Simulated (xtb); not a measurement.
AlCl (SMILES [Al][Cl]), singlet, from a rough starting geometry (GFN-xTB shapes and energies of metal compounds can be far from the true ones); GFN2-xTB run with xtb 6.7.1.

The xtb input:
```
$ xtb mol.xyz --gfn 2 --opt vtight --json

# file mol.xyz
2

Al    -0.61101624    -0.54729317    -0.57127094
Cl     0.60437431     0.57316042     0.57414771
```

Output, abridged:

```
   ID    Z sym.   atoms
    1   13 Al     1
    2   17 Cl     2

           -------------------------------------------------
          |                Calculation Setup                |
           -------------------------------------------------

           -------------------------------------------------
          |                 G F N 2 - x T B                 |
           -------------------------------------------------

          ...................................................
          :                      SETUP                      :
          :.................................................:
          :  # basis functions                  20          :
          :  # atomic orbitals                  18          :
          :  # shells                            6          :
          :  # electrons                        10          :
          :  max. iterations                   250          :
          :  Hamiltonian                  GFN2-xTB          :
          :  restarted?                      false          :
          :  GBSA solvation                  false          :
          :  PC potential                    false          :
          :  electronic temp.          300.0000000     K    :
          :  accuracy                    1.0000000          :
          :  -> integral cutoff          0.2500000E+02      :
          :  -> integral neglect         0.1000000E-07      :
          :  -> SCF convergence          0.1000000E-05 Eh   :
          :  -> wf. convergence          0.1000000E-03 e    :
          :  Broyden damping             0.4000000          :
          :  net charge                          0          :
          :  unpaired electrons                  0          :
          ...................................................

 iter      E             dE          RMSdq      gap      omega  full diag
   1     -5.6423118 -0.564231E+01  0.145E+01    2.79       0.0  T
   2     -5.6430735 -0.761701E-03  0.838E+00    2.76       1.0  T
   3     -5.6428315  0.241995E-03  0.231E+00    2.74       1.0  T
   4     -5.6434030 -0.571522E-03  0.453E-01    2.70       1.0  T
   5     -5.6434276 -0.245718E-04  0.267E-01    2.71       1.0  T
   6     -5.6434574 -0.298419E-04  0.346E-01    2.72       1.0  T
   7     -5.6434661 -0.868554E-05  0.155E-01    2.71       1.0  T
   8     -5.6434677 -0.156732E-05  0.609E-02    2.71       1.2  T
   9     -5.6434681 -0.377556E-06  0.156E-03    2.71      45.2  T
[...]
         :: total energy              -5.630033374397 Eh    ::
 * total energy  :    -5.6300334 Eh     change       -0.1776357E-14 Eh
 * total energy  :    -5.6302547 Eh     change       -0.2212899E-03 Eh
 * total energy  :    -5.6302562 Eh     change       -0.1523812E-05 Eh
 * total energy  :    -5.6302565 Eh     change       -0.2732168E-06 Eh
 * total energy  :    -5.6302565 Eh     change       -0.1236380E-09 Eh
   *** GEOMETRY OPTIMIZATION CONVERGED AFTER 5 ITERATIONS ***
         :: total energy              -5.630256461468 Eh    ::
[...]
        11                         -0.0446933              -1.2162
        12                         -0.0446933              -1.2162
        13                          0.0297327               0.8091
        14                          0.0314115               0.8548
        15                          0.0314115               0.8548
        16                          0.0570823               1.5533
       ...                                ...                  ...
        18                          0.8570565              23.3217
      -------------------------------------------------------------
                  HL-Gap            0.0992268 Eh            2.7001 eV
             Fermi-level           -0.2695891 Eh           -7.3359 eV

     #   Z          covCN         q      C6AA      α(0)
     1  13 Al       0.769     0.206   377.324    50.649
     2  17 Cl       0.769    -0.206   105.461    15.709

 Mol. C6AA /au·bohr⁶  :        832.772081
 Mol. C8AA /au·bohr⁸  :      62695.175937
 Mol. α(0) /au        :         66.358054

Wiberg/Mayer (AO) data.
largest (>0.10) Wiberg bond orders for each atom

 ---------------------------------------------------------------------------
     #   Z sym  total        # sym  WBO       # sym  WBO       # sym  WBO
 ---------------------------------------------------------------------------
     1  13 Al   1.412 --     2 Cl   1.412
     2  17 Cl   1.412 --     1 Al   1.412
 ---------------------------------------------------------------------------

Topologies differ in total number of bonds
Writing topology from bond orders to xtbtopo.mol

molecular dipole:
                 x           y           z       tot (Debye)
 q only:       -0.479      -0.441      -0.451
   full:       -0.230      -0.212      -0.217       0.968
molecular quadrupole (traceless):
                xx          xy          yy          xz          yz          zz
 q only:        0.018      -0.013      -0.023       0.002      -0.018       0.005
  q+dip:        0.027       0.187      -0.024       0.199       0.173      -0.003
   full:       -0.095      -1.103       0.064      -1.120      -1.043       0.032

optimized geometry written to: xtbopt.xyz

           -------------------------------------------------
          | TOTAL ENERGY               -5.630256461468 Eh   |
          | GRADIENT NORM               0.000001214817 Eh/α |
          | HOMO-LUMO GAP               2.700098105644 eV   |
           -------------------------------------------------
```
